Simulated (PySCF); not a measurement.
CHO2, SMILES [O]C=O, multiplicity 2.

Geometry: PBE0-D3(BJ)/def2-TZVP. The geometry has at least one imaginary mode, so it is a saddle point at that level. The isomer is the one that the SMILES or the coordinates give; other isomers of the formula were not compared.

All values below come from PySCF with PBE/def2-TZVPD.

The molecule is in vacuum.

Computed frontier levels, dipole moment and polarisability:
```json
{
  "α spin, highest occupied and lowest empty level": "-7.83 and -1.34 eV",
  "β spin, highest occupied and lowest empty level": "-8.03 and -6.47 eV",
  "dipole_moment": "1.43 D",
  "quadrupole, principal values (traceless, Buckingham form, about the centre of nuclear charge)": "-5.36, 1.41, 3.94 D·Å",
  "mean_static_polarisability": "24.3 bohr³ (3.60 Å³)",
  "polarisability_principal_values": "15.3, 21.7, 35.7 bohr³",
  "⟨S²⟩": "0.753 (pure state 0.75)"
}
```
